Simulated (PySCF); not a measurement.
Job file and geometry (Å, from PBE0-D3(BJ)/def2-SVP) of an NMR shielding run on `[SiH3][SiH2][SiH2][SiH2]c1ccccn1`, C5H13NSi4, PySCF, GIAO PBE0/pcSseg-1 NMR shielding, non-relativistic, gas phase; density fitting, a coarse starting grid and PySCF grid level 2 are the driver's defaults:

```
$ OMP_NUM_THREADS=1 python probes_run.py task.json out

{"job": {"kind": "nmr", "xc": "PBE0", "basis": "pcSseg-1"}, "charge": 0, "multiplicity": 1}
Si    -2.276635     1.774946    -0.174895
Si    -2.271323    -0.198448     1.093524
Si    -1.864724    -2.028404    -0.321504
Si    -0.117084    -1.460859    -1.778770
C      1.107750    -0.421543    -0.768091
C      2.492441    -0.628247    -0.763642
C      3.299619     0.183622     0.030278
C      2.701231     1.179301     0.796572
C      1.314866     1.316318     0.734027
N      0.543207     0.541903    -0.020721
H     -3.651952     2.374628    -0.187145
H     -1.353801     2.803008     0.396737
H     -1.900377     1.495021    -1.593693
H     -3.608478    -0.413801     1.742873
H     -1.253981    -0.152022     2.188033
H     -1.493484    -3.254842     0.455631
H     -3.098839    -2.338431    -1.112727
H      0.603632    -2.647534    -2.338760
H     -0.632250    -0.644170    -2.920973
H      2.929623    -1.420093    -1.376471
H      4.382882     0.039167     0.051841
H      3.291830     1.838509     1.436019
H      0.802450     2.084079     1.325067
```

Task: Write the output of this run.

Result: 
```
coarse grid: 21048 points
cycle   1  E = -1410.1293627976  dE =  8.558e-01  |g| = 2.952e-01  |ddm| = 4.489e+00
cycle   2  E = -1410.1314621605  dE = -2.099e-03  |g| = 3.026e-01  |ddm| = 7.090e-01
cycle   3  E = -1410.1519731191  dE = -2.051e-02  |g| = 9.030e-02  |ddm| = 3.842e-01
cycle   4  E = -1410.1532737247  dE = -1.301e-03  |g| = 4.147e-02  |ddm| = 9.208e-02
cycle   5  E = -1410.1536855543  dE = -4.118e-04  |g| = 1.071e-02  |ddm| = 5.381e-02
cycle   6  E = -1410.1537139655  dE = -2.841e-05  |g| = 4.008e-03  |ddm| = 1.505e-02
cycle   7  E = -1410.1537182185  dE = -4.253e-06  |g| = 3.542e-04  |ddm| = 4.111e-03
final grid: 184576 points
cycle   8  E = -1410.2080567082  dE = -3.185e-05  |g| = 6.145e-03  |ddm| = 4.171e-02
cycle   9  E = -1410.2080530863  dE =  3.622e-06  |g| = 7.145e-03  |ddm| = 1.451e-02
cycle  10  E = -1410.2080656793  dE = -1.259e-05  |g| = 1.516e-03  |ddm| = 8.555e-03
cycle  11  E = -1410.2080661808  dE = -5.015e-07  |g| = 4.449e-04  |ddm| = 1.841e-03
cycle  12  E = -1410.2080662283  dE = -4.751e-08  |g| = 7.521e-05  |ddm| = 4.661e-04
cycle  13  E = -1410.2080662293  dE = -1.041e-09  |g| = 3.698e-05  |ddm| = 1.019e-04
cycle  14  E = -1410.2080662297  dE = -3.629e-10  |g| = 8.310e-06  |ddm| = 4.274e-05
converged SCF energy = -1410.2080662297

GIAO shielding tensors (ppm)
atom      isotropic    diamagn.    paramagn.     s11        s22        s33       span
  0 Si     454.796     880.024    -425.228    444.378    456.541    463.469     19.091
  1 Si     466.321     880.894    -414.574    452.459    467.367    479.136     26.676
  2 Si     461.214     881.346    -420.133    450.218    462.201    471.222     21.004
  3 Si     421.913     881.912    -459.998    378.120    421.946    465.674     87.554
  4 C       16.138     256.690    -240.552    -82.929    -18.994    150.336    233.265
  5 C       46.706     256.808    -210.102    -74.678     48.845    165.952    240.631
  6 C       43.864     252.984    -209.120    -71.361     23.878    179.076    250.437
  7 C       55.902     258.490    -202.588    -57.091     49.191    175.605    232.697
  8 C       30.254     253.463    -223.209    -84.396     25.082    150.076    234.471
  9 N     -107.231     333.813    -441.044   -417.245   -191.228    286.780    704.026
 10 H       27.482      28.664      -1.182     23.987     24.495     33.963      9.976
 11 H       27.386      30.445      -3.060     23.135     26.721     32.300      9.165
 12 H       27.402      30.214      -2.812     23.416     27.750     31.039      7.623
 13 H       27.588      29.226      -1.637     23.478     24.868     34.419     10.942
 14 H       27.927      30.813      -2.886     24.026     27.349     32.405      8.379
 15 H       27.635      29.461      -1.826     23.940     25.106     33.859      9.918
 16 H       27.663      29.258      -1.595     24.102     25.225     33.661      9.559
 17 H       26.744      29.339      -2.595     22.457     25.553     32.223      9.766
 18 H       26.365      29.321      -2.956     23.385     25.037     30.671      7.286
 19 H       23.604      31.097      -7.493     20.008     22.056     28.747      8.739
 20 H       23.657      28.233      -4.575     20.247     24.161     26.564      6.317
 21 H       24.040      29.748      -5.708     20.898     24.219     27.004      6.106
 22 H       22.480      33.197     -10.717     17.937     20.851     28.651     10.714
```

Task: Turn these shieldings into chemical shifts. References, each an isolated molecule treated in the same way: TMS for ²⁹Si (σ = 351.99 ppm), ¹³C (σ = 184.41 ppm), ¹H (σ = 31.27 ppm); NH3 for ¹⁵N (σ = 265.67 ppm).

Result: Averaging equivalent atoms: Si 3: -69.9; Si 0: -102.8; Si 2: -109.2; Si 1: -114.3; C 4: 168.3; C 8: 154.2; C 6: 140.5; C 5: 137.7; C 7: 128.5; N 9: 372.9; H 22: 8.79; H 19: 7.66; H 20: 7.61; H 21: 7.23; H 17/18: 4.71; H 10/11/12: 3.84; H 15/16: 3.62; H 13/14: 3.51 ppm. Experimental scales use liquid or dissolved standards, which lie at an offset from isolated NH3 (liquid NH3: subtract about 20 ppm). Unscaled 15N shifts of sp2 nitrogen come out 20 to 40 ppm too high even then.

Size and cost of the density-fitted run: 263 basis functions, 70 s wall time on 1 thread of an Arm Neoverse V1, shared host; peak memory 1.3 GiB.
